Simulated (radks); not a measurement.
Species: Pm III. Configuration: [Xe] 4f5 (the NIST ground configuration). All-electron calculation, Dirac Kohn-Sham, PBE, spin-unpolarised, spherical densities, point nucleus; open shells are shared between the two j in proportion to 2j + 1; speed of light set to 13703.6 atomic units (100 times the physical value, a model run). Program: a radial shooting solver on a logarithmic mesh with Libxc functionals.

Unscreened Slater integrals over Kohn-Sham orbitals (eV). Large and small components are both included.

\begin{tabular}{lr}
integral & value \\ \hline
F0(4f7/2,4f7/2) & 26.252 \\
F2(4f7/2,4f7/2) & 12.142 \\
F4(4f7/2,4f7/2) & 7.5533 \\
F6(4f7/2,4f7/2) & 5.4160 \\
F0(4f7/2,4f5/2) & 26.252 \\
F2(4f7/2,4f5/2) & 12.142 \\
F4(4f7/2,4f5/2) & 7.5533 \\
G2(4f7/2,4f5/2) & 12.142 \\
G4(4f7/2,4f5/2) & 7.5533 \\
G6(4f7/2,4f5/2) & 5.4160 \\
F0(4f7/2,5p3/2) & 16.981 \\
F2(4f7/2,5p3/2) & 5.9608 \\
G2(4f7/2,5p3/2) & 3.2968 \\
G4(4f7/2,5p3/2) & 2.5012 \\
F0(4f7/2,5p1/2) & 16.981 \\
G4(4f7/2,5p1/2) & 2.5012 \\
F0(4f5/2,4f5/2) & 26.252 \\
F2(4f5/2,4f5/2) & 12.142 \\
F4(4f5/2,4f5/2) & 7.5534 \\
F0(4f5/2,5p3/2) & 16.981 \\
F2(4f5/2,5p3/2) & 5.9608 \\
G2(4f5/2,5p3/2) & 3.2968 \\
G4(4f5/2,5p3/2) & 2.5012 \\
F0(4f5/2,5p1/2) & 16.981 \\
G2(4f5/2,5p1/2) & 3.2968 \\
F0(5p3/2,5p3/2) & 14.281 \\
F2(5p3/2,5p3/2) & 7.7091 \\
F0(5p3/2,5p1/2) & 14.281 \\
G2(5p3/2,5p1/2) & 7.7091 \\
F0(5p1/2,5p1/2) & 14.281 \\
\end{tabular}
